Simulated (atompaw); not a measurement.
## What one change does to a pseudopotential (Mn, PAW (atompaw))

atompaw 4.2.0.5 input, output lines left out:

```
Mn 25
GGA-PBESOL scalarrelativistic loggrid 1500 logderivrange -8 5 326
4 4 3 0 0 0
4 0 1.5
4 1 0
3 2 5.5
0 0 0
c
c
v
v
c
v
v
v
2
2.25 1.75 1.95 2.20
n
n
y
0.25
n
modrrkj vanderbiltortho besselshape
bessel
1.45
2.25
1.25
1.60
2.25
2.25
```

Change: local potential bessel scheme, radius 2.04 bohr.

Cutoffs: the cutoffs (Ry, on a coarse ladder) from which the occupation-weighted sum of valence levels, in a spherical-Bessel basis at the reference potential, stays within 10 and 1 mRy of its value at 400 Ry; they do not see the model core or the augmentation charge, which bear on the density cutoff.

**Question.** What does the change do?

**Answer.** The potential gets neither clearly harder nor softer (60 Ry and 90 Ry → 55 Ry and 90 Ry); the p channel sets the loose cutoff, while the largest relative change is in s, which becomes softer; the range in which the s phases agree narrows (upper end at the end of the scan → 3.4); neither file shows a bound ghost.

```csv
quantity,base,changed
"cutoff, loose",60 Ry,55 Ry
"cutoff, tight",90 Ry,90 Ry
loose cutoff by channel (10 mRy a level),"s 21 Ry, p 40 Ry, d 15 Ry","s 18 Ry, p 40 Ry, d 15 Ry"
bound ghosts,none,none
s: phases at 2.27 bohr within 0.05 rad from the reference energy up to (Ry; the scan ends near 5),to the end of the scan,3.4
p: phases at 2.27 bohr within 0.05 rad from the reference energy up to (Ry; the scan ends near 5),to the end of the scan,to the end of the scan
d: phases at 2.27 bohr within 0.05 rad from the reference energy up to (Ry; the scan ends near 5),n/a,n/a
lowest overlap eigenvalue by channel,"s 0.65, p 0.34, d 1.00","s 0.67, p 0.48, d 1.00"
```

 The cutoffs see the waves, projectors and local potential, not the compensation charge or the core.
